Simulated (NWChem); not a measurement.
Everything below was run with NWChem. System: C$_{3}$H$_{9}$N, charge 1, spin multiplicity 2, at the geometry of a parent with another charge or spin, in a state set for the comparison that need not be this species' ground state. Its SCF solution wasn't tested for a lower state. Level: UHF/def2-TZVP.

NWChem printed:

```
             Northwest Computational Chemistry Package (NWChem) 7.3.0
             --------------------------------------------------------

                                NWChem Input Module
                                -------------------

 Scaling coordinates for geometry "geometry" by  1.889725989
 (inverse scale =  0.529177249)

                             Geometry "geometry" -> ""
                             -------------------------

 Output coordinates in angstroms (scale by  1.889725989 to convert to a.u.)

  No.       Tag          Charge          X              Y              Z
 ---- ---------------- ---------- -------------- -------------- --------------
    1 C                    6.0000    -1.87716500    -0.09897200     0.25139200
    2 C                    6.0000    -0.47734200    -0.52035000    -0.15201400
    3 N                    7.0000     0.48445300     0.52627500     0.10174600
    4 C                    6.0000     1.83867000     0.18475900    -0.24906700
    5 H                    1.0000    -2.16690300     0.82558100    -0.27005700
    6 H                    1.0000    -2.61304900    -0.88175100     0.01458900
    7 H                    1.0000    -1.93821300     0.09389800     1.33551600
    8 H                    1.0000    -0.21649700    -1.48010800     0.35376300
    9 H                    1.0000    -0.45840200    -0.74431700    -1.23413100
   10 H                    1.0000     0.43504400     0.80730300     1.07870300
   11 H                    1.0000     2.51844100     1.00988900     0.01288700
   12 H                    1.0000     1.91812700     0.03416900    -1.33892700
   13 H                    1.0000     2.22530900    -0.74122000     0.23357000

 Effective nuclear repulsion energy (a.u.)     133.2714971395

            Nuclear Dipole moment (a.u.)
            ----------------------------
        X                 Y               Z
 ---------------- ---------------- ----------------
     0.0000113384    -0.0000170075     0.0000018897


 Summary of "ao basis" -> "" (spherical)
 ------------------------------------------------------------------------------
       Tag                 Description            Shells   Functions and Types
 ---------------- ------------------------------  ------  ---------------------
 *                         def2-tzvp                  on all atoms

 Summary of "ao basis" -> "ao basis" (spherical)
 ------------------------------------------------------------------------------
[...]
  Mulliken analysis of the alpha density
  --------------------------------------

    Atom       Charge   Shell Charges
 -----------   ------   -------------------------------------------------------
    1 C    6     3.18   0.43  0.56  0.24  0.34  0.06  0.63  0.71  0.18  0.01  0.03  0.00
    2 C    6     3.03   0.43  0.56  0.23  0.33  0.03  0.60  0.64  0.13  0.01  0.05  0.00
    3 N    7     3.99   0.41  0.58  0.29  0.48  0.02  0.93  1.04  0.21  0.00  0.03  0.00
    4 C    6     3.10   0.43  0.56  0.24  0.34  0.06  0.61  0.66  0.16  0.01  0.03  0.00
    5 H    1     0.43   0.13  0.24  0.04  0.01
    6 H    1     0.41   0.13  0.24  0.03  0.01
    7 H    1     0.43   0.13  0.24  0.04  0.01
    8 H    1     0.44   0.14  0.26  0.04  0.01
    9 H    1     0.42   0.13  0.24  0.03  0.01
   10 H    1     0.33   0.12  0.18  0.01  0.02
   11 H    1     0.41   0.13  0.24  0.03  0.01
   12 H    1     0.41   0.13  0.24  0.03  0.01
   13 H    1     0.43   0.14  0.25  0.04  0.01

   Mulliken analysis of the beta density
   -------------------------------------

    Atom       Charge   Shell Charges
 -----------   ------   -------------------------------------------------------
    1 C    6     3.17   0.43  0.56  0.23  0.34  0.06  0.63  0.70  0.18  0.01  0.03  0.00
    2 C    6     3.12   0.43  0.56  0.24  0.34  0.04  0.63  0.69  0.14  0.01  0.04  0.00
    3 N    7     2.98   0.41  0.58  0.24  0.42  0.03  0.52  0.61  0.12  0.01  0.04  0.00
    4 C    6     3.19   0.43  0.56  0.24  0.35  0.06  0.63  0.71  0.17  0.01  0.02  0.00
    5 H    1     0.43   0.13  0.24  0.04  0.01
    6 H    1     0.42   0.13  0.24  0.03  0.01
    7 H    1     0.43   0.13  0.25  0.04  0.01
    8 H    1     0.36   0.12  0.21  0.02  0.01
    9 H    1     0.41   0.13  0.23  0.03  0.01
   10 H    1     0.36   0.13  0.20  0.01  0.02
   11 H    1     0.40   0.13  0.23  0.03  0.01
   12 H    1     0.39   0.13  0.23  0.03  0.01
   13 H    1     0.35   0.11  0.20  0.02  0.01

   Mulliken analysis of the spin density
   -------------------------------------

    Atom       Charge   Shell Charges
 -----------   ------   -------------------------------------------------------
    1 C    6     0.01   0.00 -0.00  0.00  0.00 -0.00  0.00  0.00  0.00 -0.00 -0.00 -0.00
    2 C    6    -0.09  -0.00  0.00 -0.00 -0.01 -0.00 -0.02 -0.05 -0.02  0.00  0.01  0.00
    3 N    7     1.01   0.00 -0.00  0.05  0.06 -0.01  0.41  0.43  0.08 -0.00 -0.00 -0.00
    4 C    6    -0.09  -0.00  0.00 -0.00 -0.01 -0.00 -0.02 -0.05 -0.02  0.00  0.01  0.00
    5 H    1     0.00  -0.00 -0.00  0.00 -0.00
    6 H    1    -0.00  -0.00 -0.00 -0.00  0.00
    7 H    1    -0.00  -0.00 -0.00 -0.00  0.00
    8 H    1     0.08   0.02  0.05  0.01 -0.00
    9 H    1     0.02   0.00  0.01  0.00 -0.00

------------------------------------------------------------
EAF file 0: "./mol.aoints.0" size=524288 bytes
------------------------------------------------------------
               write      read    awrite     aread      wait
               -----      ----    ------     -----      ----
     calls:        1        24         0         0         0
   data(b): 5.24e+05  1.26e+07  0.00e+00  0.00e+00
   time(s): 0.00e+00  0.00e+00  0.00e+00  0.00e+00  0.00e+00
rate(mb/s): 0.00e+00  0.00e+00
------------------------------------------------------------

   10 H    1    -0.04  -0.01 -0.03 -0.01  0.00
   11 H    1     0.01   0.00  0.01  0.00 -0.00
   12 H    1     0.02   0.01  0.01  0.00 -0.00
   13 H    1     0.08   0.02  0.05  0.01 -0.00

       Multipole analysis of the density wrt the origin
       ------------------------------------------------

     L   x y z        total         alpha         beta         nuclear
     -   - - -        -----         -----         ----         -------
     0   0 0 0      1.000000    -17.000000    -16.000000     34.000000

     1   1 0 0      0.866975     -0.038260      0.905223      0.000011
     1   0 1 0      0.112151     -0.402798      0.514966     -0.000017
     1   0 0 1      0.277719      0.141044      0.136673      0.000002

     2   2 0 0    -10.646810   -140.563381   -138.402190    268.318761
     2   1 1 0      1.298614    -15.195370    -14.693494     31.187477
     2   1 0 1     -0.179732     13.953275     14.070406    -28.203413
     2   0 2 0    -16.224375    -28.008548    -24.861133     36.645305
     2   0 1 1      0.800379     -1.811195     -2.293562      4.905137
     2   0 0 2    -16.210087    -21.792476    -21.123923     26.706312

 Task  times  cpu:      158.9s     wall:      158.9s

 Total times  cpu:      159.0s     wall:      159.0s
```

Q: Write an NWChem input that would produce this output.

A: One answer among several that fit: 
```
start mol
memory heap 200 mb stack 900 mb global 1100 mb
charge 1
geometry units angstroms nocenter noautoz noautosym
  C     -1.877165    -0.098972     0.251392
  C     -0.477342    -0.520350    -0.152014
  N      0.484453     0.526275     0.101746
  C      1.838670     0.184759    -0.249067
  H     -2.166903     0.825581    -0.270057
  H     -2.613049    -0.881751     0.014589
  H     -1.938213     0.093898     1.335516
  H     -0.216497    -1.480108     0.353763
  H     -0.458402    -0.744317    -1.234131
  H      0.435044     0.807303     1.078703
  H      2.518441     1.009889     0.012887
  H      1.918127     0.034169    -1.338927
  H      2.225309    -0.741220     0.233570
end
basis spherical
  * library def2-tzvp
end
scf
  uhf
  nopen 1
  maxiter 100
  thresh 1e-7
  semidirect memsize 60000000 filesize 0
  # guess.movecs holds the orbitals of an unrestricted PBE0 run
  vectors input guess.movecs output mol.movecs
end
task scf energy
```
